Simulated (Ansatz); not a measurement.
Harmonic frequencies (cm⁻¹) at PBE0-D4/def2-TZVP from Ansatz: 272, 295, 299, 410, 515, 731, 775, 925, 932, 995, 1060, 1088, 1157, 1181, 1293, 1446, 1487, 3163, 3164, 3250, 3262.

Which molecule is it?
A. `ClC1(Cl)CC1`
B. `OC1=CNC1`
C. `BS[SiH3]`
D. `[OH][GaH][Si](F)(F)F`

A.
